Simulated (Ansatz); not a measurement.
`[OH][SnH2][Br]` + NH₃ → `[NH2][SnH2][OH]` + HBr  (ligand exchange at the Sn–Br bond)

Gas-phase electronic energies from Ansatz, PBE0-D4/def2-TZVP geometries. CCSD(T)/CBS adds triple-zeta CCSD(T) − MP2 to the extrapolated MP2 energy (def2 sets, frozen cores). This one scheme is used for every species. Functionals use def2-TZVPP. HSE06 is defined as in plane-wave codes. def2 core potentials past Kr. For Br, Sn outer-core shells are correlated without core-valence functions, which leaves a few kJ/mol of doubt a bond. Scalar relativity is left out up to krypton. One conformer a species, not always the lowest.

Q: Is it downhill or uphill in electronic energy at CCSD(T)/CBS, and by how much? (Estimate.)

A: The calculation gave: Uphill: ΔE = +27.9 kcal/mol.

Q: What do these levels give: r2SCANh-D4, HSE06-D4, B2PLYP, PBE-QIDH, revPBE, r2SCAN, HSE06, CAM-B3LYP, MP2/def2-SVP, CCSD/def2-SVP, CCSD(T)/def2-SVP, CCSD(T)/def2-TZVPP? (Estimate.)

A: The calculation gave: r2SCANh-D4 29.1, HSE06-D4 29.1, B2PLYP 27.8, PBE-QIDH 28.6, revPBE 28.3, r2SCAN 28.8, HSE06 29.0, CAM-B3LYP 27.4, MP2/def2-SVP 28.4, CCSD/def2-SVP 28.0, CCSD(T)/def2-SVP 27.6, CCSD(T)/def2-TZVPP 26.2 kcal/mol.

Largest T1 diagnostic among the species: 0.013.

In def2-TZVPP, CCSD(T) changes the Hartree–Fock value by −4.6 kcal/mol (the triples alone add −0.4 kcal/mol) and MP2 by −3.9 kcal/mol. From BLYP to BHLYP (50 % exact exchange), in def2-TZVPP and without D4, ΔE moves by +1.7 kcal/mol.
